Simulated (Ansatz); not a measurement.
`[SiH3]C[NH][GaH2]` + H₂ → `C[NH][GaH2]` + SiH₄ at 700 K and 1 bar (hydrogenolysis of a C–Si bond).

Computed with Ansatz on PBE0-D4/def2-TZVP structures; ΔE is electronic, products minus reactants. CCSD(T)/CBS adds triple-zeta CCSD(T) − MP2 to the extrapolated MP2 energy (def2 sets, frozen cores). This one scheme is used for every species. For Ga outer-core shells are correlated without core-valence functions, which leaves a few kJ/mol of doubt a bond. Scalar relativity is left out up to krypton. One conformer a species, not always the lowest.

```json
{"species": "`[SiH3]C[NH][GaH2]`", "CCSD(T)/CBS energy (Eh)": "-2310.57536", "H − E (kJ/mol)": "303.0", "S (J/(mol·K))": "491.1"}
{"species": "H₂", "CCSD(T)/CBS energy (Eh)": "-1.17544", "H − E (kJ/mol)": "46.8", "S (J/(mol·K))": "155.3"}
{"species": "`C[NH][GaH2]`", "CCSD(T)/CBS energy (Eh)": "-2020.30020", "H − E (kJ/mol)": "238.5", "S (J/(mol·K))": "394.5"}
{"species": "SiH₄", "CCSD(T)/CBS energy (Eh)": "-291.46306", "H − E (kJ/mol)": "115.5", "S (J/(mol·K))": "252.9"}
```

H − E and S are ideal-gas, rigid-rotor, harmonic terms from PBE0-D4/def2-TZVP, for one conformer and one mirror image of each species. For small species the MP2-based limit differs from directly extrapolated CCSD(T) by up to some mEh (0.8 for H₂); such offsets cancel only in part. 1 Eh = 2625.50 kJ/mol, R = 8.31446 J/(mol·K).

Q: By hand: ΔE, ΔH, ΔS and ΔG.

A: ΔE = (-2020.30020) + (-291.46306) − (-2310.57536) − (-1.17544) = -0.01246 Eh = -32.7 kJ/mol. Δ(H − E) = 238.5 + 115.5 − 303.0 − 46.8 = 4.2, so ΔH = -28.5 kJ/mol. ΔS = 394.5 + 252.9 − 491.1 − 155.3 = 1.0 J/(mol·K). ΔG = -28.5 − 700 × (1.0)/1000 = -29.2 kJ/mol.

Q: By hand: the equilibrium constant, and the temperature at which ΔG would vanish if ΔH and ΔS stayed fixed.

A: log₁₀ K = −ΔG/(RT ln 10) = 2.2. ΔH and −TΔS have one sign here, so there is no such temperature. One of them is within its doubt of zero, so this could turn.

The number of gas molecules stays the same, so ΔS is small and ΔH decides. A doubt of 5 kJ/mol in ΔE shifts log₁₀ K by 0.4 here. Other conformers and mirror images would add mixing entropy, several J/(mol·K) or more a flexible species. Modes under 60 cm⁻¹, often nearly free rotors, make the harmonic entropy too high. These are equilibria of isolated gas molecules and say nothing of rates. Largest T1 diagnostic: 0.015 (customary marks: 0.02 for closed shells, 0.045 for open ones).
